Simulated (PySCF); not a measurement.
Computed IR spectrum (relative IR intensity) of a molecule C₃H₅ClF₂. Geometry: ωB97X-D3(BJ)/def2-SVP. One conformer was computed; it need not be the lowest. All values below come from PySCF with ωB97X-D3(BJ)/def2-SVP. Frequencies are harmonic and unscaled.

Lines under 2 % of the strongest are left out, and lines within 2 cm⁻¹ are merged.

| ν (cm⁻¹) | relative intensity |
|---|---|
| 98 | 2.5 |
| 340 | 2.3 |
| 511 | 11 |
| 567 | 4.4 |
| 791 | 6.0 |
| 859 | 24 |
| 902 | 5.4 |
| 975 | 22 |
| 991 | 9.3 |
| 1134 | 23 |
| 1207 | 100 |
| 1285 | 43 |
| 1319 | 32 |
| 1359 | 24 |
| 1434 | 53 |
| 1453 | 5.5 |
| 1468 | 4.5 |
| 1474 | 2.5 |
| 3135 | 4.9 |
| 3201 | 2.8 |

Problem. Which molecule gave these data?
A. CCC(F)(F)Cl
B. C[C@H](F)[C@H](F)Cl
C. CC(F)(F)CCl
D. FC(F)CCCl

Solution. C, CC(F)(F)CCl
